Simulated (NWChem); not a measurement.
System: GeH2BrCl; SMILES [Cl][GeH2][Br]

NWChem printed, in part:

```
             Northwest Computational Chemistry Package (NWChem) 7.3.0
             --------------------------------------------------------

 CS  symmetry detected

                             Geometry "geometry" -> ""
                             -------------------------

 Output coordinates in angstroms (scale by  1.889725989 to convert to a.u.)

  No.       Tag          Charge          X              Y              Z
 ---- ---------------- ---------- -------------- -------------- --------------
    1 Ge                  32.0000    -0.67614585     0.55646688     0.00000000
    2 Cl                  17.0000     0.88925037     2.03338426     0.00000000
    3 Br                  35.0000     0.27078032    -1.53738310     0.00000000
    4 H                    1.0000    -1.47895002     0.71696798     1.29300500
    5 H                    1.0000    -1.47895002     0.71696798    -1.29300500

 Effective nuclear repulsion energy (a.u.)     518.7035909020

      Symmetry information
      --------------------

 Group name             Cs
 Group number              2
 Group order               2
 No. of unique centers     4

                                 NWChem DFT Module
                                 -----------------

 Summary of "ao basis" -> "ao basis" (spherical)
 ------------------------------------------------------------------------------
       Tag                 Description            Shells   Functions and Types
 ---------------- ------------------------------  ------  ---------------------
 Ge                        def2-svpd                14       38   6s4p4d
 Cl                        def2-svpd                11       27   5s4p2d
 Br                        def2-svpd                15       41   6s5p4d
 H                         def2-svpd                 4        8   2s2p

      Symmetry analysis of basis
      --------------------------

        a'         81
        a"         41

            General Information
            -------------------
          SCF calculation type: DFT
          Wavefunction type:  closed shell.
          No. of atoms     :     5
          No. of electrons :    86
           Alpha electrons :    43
            Beta electrons :    43
          Charge           :     0
          Spin multiplicity:     1
          Use of symmetry is: off; symmetry adaption is: on
          Maximum number of iterations: 150
          AO basis - number of functions:   122
                     number of shells:    48
          Convergence on energy requested:  1.00D-06
          Convergence on density requested:  1.00D-05
          Convergence on gradient requested:  5.00D-04

              XC Information
              --------------
                        BHLYP Method XC Functional
                     Hartree-Fock (Exact) Exchange  0.500
                        Slater Exchange Functional  0.500 local
                    Becke 1988 Exchange Functional  0.500 non-local
              Lee-Yang-Parr Correlation Functional  1.000

             Grid Information
             ----------------
          Grid used for XC integration:  medium
          Radial quadrature: Mura-Knowles
          Angular quadrature: Lebedev.
          Tag              B.-S. Rad. Rad. Pts. Rad. Cut. Ang. Pts.
          ---              ---------- --------- --------- ---------
          Ge                  1.25      112          12.0       590
          Cl                  1.00       88          13.0       590
          Br                  1.15      112          13.0       590
          H                   0.35       45          12.0       434
          Grid pruning is: on
          Number of quadrature shells:   402
          Spatial weights used:  Erf1

      Superposition of Atomic Density Guess
      -------------------------------------

 Sum of atomic energies:       -5107.46009080

      Non-variational initial energy
      ------------------------------

 Total energy =   -5108.089763
 1-e energy   =   -8147.774431
 2-e energy   =    2520.981078
 HOMO         =      -0.360663
 LUMO         =       0.011372

      Symmetry analysis of molecular orbitals - initial
      -------------------------------------------------

[...]

                                NWChem TDDFT Module
                                -------------------

            General Information
            -------------------
           No. of orbitals :     244
            Alpha orbitals :     122
             Beta orbitals :     122
        Alpha frozen cores :       0
         Beta frozen cores :       0
     Alpha frozen virtuals :       0
      Beta frozen virtuals :       0
         Spin multiplicity :       1
    Number of AO functions :     122
        Use of symmetry is : off
      Symmetry adaption is : on
         Schwarz screening :  0.10D-07

              XC Information
              --------------
                 BHLYP Method XC Functional
              Hartree-Fock (Exact) Exchange   0.50
                 Slater Exchange Functional   0.50 local
             Becke 1988 Exchange Functional   0.50 non-local
       Lee-Yang-Parr Correlation Functional   1.00

             TDDFT Information
             -----------------
          Calculation type : Tamm-Dancoff TDDFT
         Wavefunction type : Restricted singlets
          No. of electrons :      86
           Alpha electrons :      43
            Beta electrons :      43
              No. of roots :       8
          Max subspacesize :    5600
            Max iterations :     100
               Target root :       1
           Target symmetry : none
      Symmetry restriction : off
                 Algorithm : Optimal
        Davidson threshold :  0.10D-03

    8 smallest eigenvalue differences (eV)
--------------------------------------------------------
  No. Spin  Occ  Vir  Irrep   E(Occ)    E(Vir)   E(Diff)
--------------------------------------------------------
    1    1   43   44 a"       -0.359    -0.016     9.350
    2    1   42   44 a'       -0.363    -0.016     9.444
    3    1   43   45 a"       -0.359     0.011    10.081
    4    1   41   44 a"       -0.389    -0.016    10.161
    5    1   40   44 a'       -0.389    -0.016    10.166
    6    1   42   45 a'       -0.363     0.011    10.175
    7    1   43   46 a"       -0.359     0.023    10.395
    8    1   42   46 a'       -0.363     0.023    10.489
--------------------------------------------------------

  Entering Davidson iterations
  Restricted singlet excited states

  Iter   NTrls   NConv    DeltaV     DeltaE      Time
  ----  ------  ------  ---------  ---------  ---------
    1      8       0     0.67E-01   0.10+100       25.6
    2     16       0     0.37E-01   0.12E-01       26.2
    3     24       0     0.26E-01   0.33E-02       26.4
    4     32       0     0.15E-01   0.83E-03       25.7
    5     40       0     0.16E-01   0.11E-02       25.7
    6     48       2     0.50E-02   0.68E-03       26.2
    7     54       5     0.16E-02   0.46E-04       24.3
    8     57       5     0.59E-03   0.34E-05       21.5
    9     60       7     0.31E-03   0.57E-06       22.4
   10     61       8     0.76E-04   0.53E-07       20.0
  ----  ------  ------  ---------  ---------  ---------
  Convergence criterion met

  Ground state a'      -5111.902103148624 a.u.

  ----------------------------------------------------------------------------
  Root   1 singlet a"             0.233895058 a.u.                6.3646 eV
  ----------------------------------------------------------------------------
     Transition Moments    X -0.00000   Y  0.00000   Z  0.31918
     Dipole Oscillator Strength                    0.0158855013
     Electric Quadrupole                           0.0000000367
     Magnetic Dipole                               0.0000001094
     Total Oscillator Strength                     0.0158856474

     Occ.   41  a"  ---  Virt.   44  a'       0.07369
     Occ.   43  a"  ---  Virt.   44  a'      -0.95658
     Occ.   43  a"  ---  Virt.   45  a'       0.15433
     Occ.   43  a"  ---  Virt.   46  a'      -0.12166
     Occ.   43  a"  ---  Virt.   49  a'       0.07481
     Occ.   43  a"  ---  Virt.   52  a'      -0.10013
     Occ.   43  a"  ---  Virt.   54  a'       0.05313
     Occ.   43  a"  ---  Virt.   55  a'      -0.06376
  ----------------------------------------------------------------------------
  Root   2 singlet a'             0.238648824 a.u.                6.4940 eV
  ----------------------------------------------------------------------------
     Transition Moments    X -0.25430   Y -0.25597   Z -0.00000
     Dipole Oscillator Strength                    0.0207135604
     Electric Quadrupole                           0.0000000130
     Magnetic Dipole                               0.0000000023
     Total Oscillator Strength                     0.0207135757

     Occ.   38  a'  ---  Virt.   44  a'      -0.05984
     Occ.   40  a'  ---  Virt.   44  a'       0.07669
     Occ.   40  a'  ---  Virt.   45  a'      -0.11962
     Occ.   42  a'  ---  Virt.   44  a'       0.94120
     Occ.   42  a'  ---  Virt.   45  a'      -0.20366
     Occ.   42  a'  ---  Virt.   46  a'       0.07085
     Occ.   42  a'  ---  Virt.   49  a'      -0.08173
     Occ.   42  a'  ---  Virt.   50  a'      -0.06880
     Occ.   42  a'  ---  Virt.   52  a'       0.09555
     Occ.   42  a'  ---  Virt.   54  a'      -0.06102
     Occ.   42  a'  ---  Virt.   55  a'       0.05623
  ----------------------------------------------------------------------------
  Root   3 singlet a"             0.262159994 a.u.                7.1337 eV
  ----------------------------------------------------------------------------
     Transition Moments    X -0.00000   Y -0.00000   Z -0.20662
     Dipole Oscillator Strength                    0.0074617298
     Electric Quadrupole                           0.0000001352
     Magnetic Dipole                               0.0000008733
     Total Oscillator Strength                     0.0074627382

[...]
```

Level: BHandHLYP/def2-SVPD, TDA. The geometry was optimised at PBE0/def2-SVP.

Question: Write an input that gives this output.

Answer: One answer among several that fit: the input that was run:
```
start job
memory heap 200 mb stack 900 mb global 1100 mb
geometry units angstroms noautoz
  Ge    -0.683584     0.530542     0.000000
  Cl     0.872576     2.017188     0.000000
  Br     0.276375    -1.557365     0.000000
  H     -1.487373     0.686036     1.293005
  H     -1.487373     0.686036    -1.293005
end
basis spherical
  Ge library def2-svpd
  Cl library def2-svpd
  Br library def2-svpd
  H library def2-svpd
end
dft
  xc bhlyp
  iterations 150
end
tddft
  cis
  nroots 8
  notriplet
end
task tddft energy
```
